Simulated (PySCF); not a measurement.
**Working out the ionisation energy of Te**

Te [Kr] 4d10 5s2 5p4 (3P) → Te⁺ [Kr] 4d10 5s2 5p3 (4S). Calculation: PySCF 2.14, in x2c-SVPall; scalar relativity by spin-free X2C-1e. Frozen: [Kr] 4d10. Energies in hartree (1 hartree = 27.21139 eV):

| part | Te (lower) | Te⁺ (upper) |
| --- | --- | --- |
| UHF | -6790.120817 | -6789.838913 |
| CCSD correlation | -0.071593 | -0.056813 |
| (T) | -0.000725 | -0.000513 |

Problem. What does Hartree-Fock give?

Solution. (-6789.838913) − (-6790.120817) = 0.281904 hartree = 7.671 eV.

Problem. What do CCSD and CCSD(T) give?

Solution. The CCSD correlation energies differ by 0.014780 hartree = 0.402 eV and the triples by 0.000212 hartree = 0.006 eV, so CCSD gives 8.073 eV and CCSD(T) 8.079 eV.

Measured between the centres of the two terms (NIST): 8.749 eV, so CCSD(T) (valence) is off by -0.670 eV.

A double-zeta basis recovers only part of the correlation energy.

What remains against the reference includes basis incompleteness, the frozen core and higher excitations.
